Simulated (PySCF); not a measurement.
Computed IR spectrum (relative IR intensity) of a molecule C₂H₉ClSi₃. The structure is a stationary point at B3LYP-D3(BJ)/def2-SVP. The values are those of a single conformer. Calculation: B3LYP-D3(BJ)/def2-SVP in PySCF. Frequencies are harmonic and unscaled.

Lines under 2 % of the strongest are left out, and lines within 2 cm⁻¹ are merged.

ν (cm⁻¹): 347 (w), 485 (w), 533 (m), 543 (vw), 644 (w), 657 (m), 691 (m), 720 (m), 723 (s), 757 (s), 832 (m), 842 (s), 932 (w), 943 (s), 948 (m), 1014 (w), 1424 (vw), 2201 (m), 2207 (vs), 2217 (s), 2220 (s), 3040 (w), 3043 (w), 3093 (w), 3103 (w) (against the strongest line: vs over 80 %, s over 45 %, m over 15 %, w over 4 %, vw less)

**Question.** Pick the molecule that these values belong to.
A) C=C(Cl)[SiH2][SiH2][SiH3]
B) Cl[SiH2][Si@H]1CC[SiH2]1
C) C[C@H]1[SiH2][Si@H](Cl)[SiH2]1
D) [SiH3]/C=C/[SiH2][SiH2]Cl

**Answer.** B, Cl[SiH2][Si@H]1CC[SiH2]1
